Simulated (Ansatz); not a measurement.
System: YBr3 (charge 0, singlet). SMILES: [Br][Y]([Br])[Br]
Structure (B3LYP-D3(BJ)/def2-TZVP (Ansatz, a program for electronic structure) minimum search):
```xyz
4

Y      0.0000     0.0000     0.0000
Br    -2.0199    -1.6052    -0.3497
Br    -0.0008     2.3547    -1.1111
Br     2.0207    -0.7495     1.4609
```

Wanted: atomisation energy (electronic, to ground-state atoms), in kJ/mol. Correlated levels leave the core frozen unless marked. Open shells are spin-unrestricted. No spin-orbit coupling. Frozen are the shells of the preceding noble gas and the d and f shells that filled before the atom's block. Past Kr the def2 sets carry scalar-relativistic core potentials. 

| level | program | atomisation energy (kJ/mol) | rough core time |
|---|---|---|---|
| RI-HF/def2-TZVPP | Ansatz | 1114.6 | - |
| RI-HF/def2-TZVPPD | Ansatz | 1114.2 | - |
| PBE/def2-TZVPD | Ansatz | 1350.7 | under 20 s |
| BLYP/def2-TZVPD | Ansatz | 1280.5 | under 20 s |
| revPBE-D3(BJ)/def2-TZVPD | Ansatz + dftd3 | 1325.9 | under 20 s |
| revPBE-D4/def2-TZVPD | Ansatz + dftd4 | 1322.5 | under 20 s |
| r2SCAN-D4/def2-TZVPD | Ansatz + dftd4 | 1385.7 | under 20 s |
| B3LYP-D3(BJ)/def2-TZVPD | Ansatz + dftd3 | 1323.8 | under 20 s |
| PBE0/def2-TZVPD | Ansatz | 1345.6 | under 20 s |
| r2SCAN0/def2-TZVPD | Ansatz | 1357.6 | 30 s |
| HSE06/def2-TZVPD | Ansatz | 1346.0 | 20 s |
| CAM-B3LYP-D3(BJ)/def2-TZVPD | Ansatz + dftd3 | 1327.7 | under 20 s |
| B2PLYP-D3(BJ)/def2-TZVPD | Ansatz + dftd3 | 1338.6 | under 20 s |
| PBE-QIDH/def2-TZVPD | Ansatz | 1368.6 | 22 s |
| RPA@PBE/def2-QZVPP | Ansatz | 1212.3 | 50 s |
| RI-MP2/def2-QZVPP | Ansatz | 1407.0 | 23 s |
| CCSD/def2-SVPD | Ansatz | 1278.1 | - |
| CCSD/def2-TZVPP | Ansatz | 1299.7 | - |
| CCSD/def2-QZVPPD | Ansatz | 1330.3 | - |
| CCSD(T)/def2-QZVPP | Ansatz | 1356.3 | - |

Core times are rough, on shared machines, summed over the molecules involved; a dash marks a level read off another run, or run on other hardware, by another program or under a memory cap.
